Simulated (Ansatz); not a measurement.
Reactions of C3H7FO, SMILES `CC(C)(O)F`.

Computed with Ansatz on PBE0-D4/def2-TZVP structures; ΔE is electronic, products minus reactants. CCSD(T)/CBS is the MP2 limit (def2-TZVPP, def2-QZVPP) plus CCSD(T) − MP2 in def2-TZVPP, frozen cores. This one scheme is used for every species, atoms too. DFT in def2-TZVPP. Open shells (•) are unrestricted, without spin–orbit coupling. Spin–orbit coupling would lower the free atoms: a little for C, F, O. For Se outer-core shells are correlated without core-valence functions, so the limit isn't a true one: a few kJ/mol of doubt a bond, and 10 to 20 or more in all where bonds break to atoms. Scalar relativity is left out up to krypton. Each species was taken in one conformer, which may not be the lowest.

```
                                      reaction  ωB97X-V (kJ/mol)  PBE0-D4 (kJ/mol)  CCSD(T)/CBS(def2) (kJ/mol)
           `CC(C)(O)F` → 3 C• + F• + 7 H• + O•              4733              4742                        4731
`CC(C)(O)F` + `CC[SeH]` → `CC[Se]C` + `CC(O)F`                24                21                          23
         `CC(C)(O)F` + H₂O → `CC(O)(O)F` + CH₄               -13               -11                          -1
             `CC(C)(O)F` + H₂ → `CC(C)F` + H₂O               -45               -51                         -54
```

Largest T1 diagnostic: 0.011, for `CC(O)(O)F`.
